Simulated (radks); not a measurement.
Values are calculated unless marked as measured or tabulated.
Isoelectronic series with 7 electrons, each ion in its NIST ground configuration. Level of theory: scalar-relativistic Kohn-Sham, PBE, spin-polarised, spherical densities, point nucleus; open shells are filled with parallel spins first (spin-orbit coupling, left out, can overturn this in heavy ions) (a radial shooting solver on a logarithmic mesh with Libxc functionals). Total energies (hartree) and mean radii <r> (bohr):

N: configuration [He] 2s2 2p3; E (hartree) -54.56779; 2p up 1.435; 2s down 1.364
Mg5+: configuration [He] 2s2 2p3; E (hartree) -187.26824; 2p up 0.5694; 2s down 0.6355
Cl10+: configuration [He] 2s2 2p3; E (hartree) -402.10048; 2p up 0.3605; 2s down 0.4135
Ti15+: configuration [He] 2s2 2p3; E (hartree) -699.84963; 2p up 0.2639; 2s down 0.3060
Co20+: configuration [He] 2s2 2p3; E (hartree) -1081.69451; 2p up 0.2080; 2s down 0.2423
Ge25+: configuration [He] 2s2 2p3; E (hartree) -1549.18323; 2p up 0.1714; 2s down 0.2001
Rb30+: configuration [He] 2s2 2p3; E (hartree) -2104.25851; 2p up 0.1456; 2s down 0.1700
Mo35+: configuration [He] 2s2 2p3; E (hartree) -2749.29790; 2p up 0.1264; 2s down 0.1474
